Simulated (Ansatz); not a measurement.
# SbH3 (stibine): where methods fail along a bond

SbH3: 4 atoms, total charge 0, spin state singlet. As SMILES, `[SbH3]`. The coordinates come from a PBE0-D4/def2-TZVP relaxation.

```xyz
4

Sb    0.4563   -0.3098   -0.4645
H     0.8439    0.0722    1.1539
H    -1.0391   -0.9844    0.0089
H    -0.2610    1.2219   -0.6983
```

The Sb1–H3 distance is scanned; the parts on either side stay rigid. Basis STO-3G, 18 core orbitals frozen in the correlated methods; program Ansatz 0.2.0. FCI is exact within this basis and core. Energies in eV from each method's value at 1.707 Å; methods without a U are spin-restricted. The shape above is that at 1.707 Å.

| distance (Å) | PBE | BLYP | revPBE | CAM-B3LYP | B2PLYP | CCSDTQ | FCI |
| --- | --- | --- | --- | --- | --- | --- | --- |
| 1.707 | 0.00 | 0.00 | 0.00 | 0.00 | 0.00 | 0.00 | 0.00 |
| 2.134 | 1.12 | 1.10 | 1.09 | 1.35 | 1.31 | 1.12 | 1.12 |
| 2.561 | 2.81 | 2.74 | 2.75 | 3.34 | 3.18 | 2.58 | 2.58 |
| 3.415 | 5.14 | 5.01 | 5.04 | 6.28 | 5.39 | 3.69 | 3.69 |
| 4.269 | 5.96 | 5.82 | 5.84 | 7.49 | 5.36 | 3.79 | 3.79 |

Departure from the FCI curve at its largest: PBE +2.17 eV at 4.27 Å; BLYP +2.03 eV at 4.27 Å; revPBE +2.05 eV at 4.27 Å; CAM-B3LYP +3.70 eV at 4.27 Å; B2PLYP +1.70 eV at 3.42 Å; CCSDTQ within 0.005 eV. Restricted functionals keep the electrons paired too, and rise too high.
